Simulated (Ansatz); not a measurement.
`O=CO[SiH3]` and `O=COCO` differ in one atom or group.

Ansatz, PBE0-D4/def2-TZVP geometries, multiplicity 1. Each molecule was computed in one conformer, which needn't be the lowest.

| property | `O=CO[SiH3]` |
| --- | --- |
| size of the dipole moment (PBE/def2-TZVPP) / D | 1.48 |
| LUMO energy (PBE/def2-TZVPP) / eV | -1.55 |
| HOMO energy (PBE0/def2-TZVPP) / eV | -8.63 |
| LUMO energy (B3LYP/def2-TZVPP) / eV | -0.68 |
| size of the dipole moment (ωB97M-V/def2-TZVPP) / D | 1.54 |
| HOMO–LUMO gap (B3LYP/def2-TZVPP) / eV | 7.70 |

Task: What does the change do to each property? (An estimate is asked.)

Result: The calculation gave: 
| property | `O=COCO` | shift |
| --- | --- | --- |
| size of the dipole moment (PBE/def2-TZVPP) / D | 1.26 | -0.22 |
| LUMO energy (PBE/def2-TZVPP) / eV | -1.48 | 0.07 |
| HOMO energy (PBE0/def2-TZVPP) / eV | -8.55 | 0.08 |
| LUMO energy (B3LYP/def2-TZVPP) / eV | -0.65 | 0.03 |
| size of the dipole moment (ωB97M-V/def2-TZVPP) / D | 1.39 | -0.15 |
| HOMO–LUMO gap (B3LYP/def2-TZVPP) / eV | 7.66 | -0.04 |

The zero-point energy changes by 49.8 kJ/mol with +3 modes. Dipoles are sizes alone; their direction can turn.

B3LYP here is the variant with VWN-RPA as its local correlation; programs differ in this.
